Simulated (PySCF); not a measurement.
## Electron correlation in B (boron, neutral)

[He] 2s2 2p1, 2P determinant. All numbers are calculated (PySCF 2.14, the spin-free X2C one-electron Hamiltonian (Gaussian nucleus), in aug-cc-pCVQZ-DK (9s8p6d4f2g, 109 functions)). Frozen: 1s2; 3 electrons correlated.

MP2 pair energies summed by pair of shells (mhartree):

```json
{"pair": "2s-2s", "energy": "-26.37", "share (%)": "55.4"}
{"pair": "2s-2p", "energy": "-21.21", "share (%)": "44.6"}
```

Total MP2 correlation energy: -47.58 mhartree.

Same-spin part -3.47 and opposite-spin part -44.11 mhartree; SCS-MP2 scales them by 1/3 and 6/5 to -54.09 mhartree.
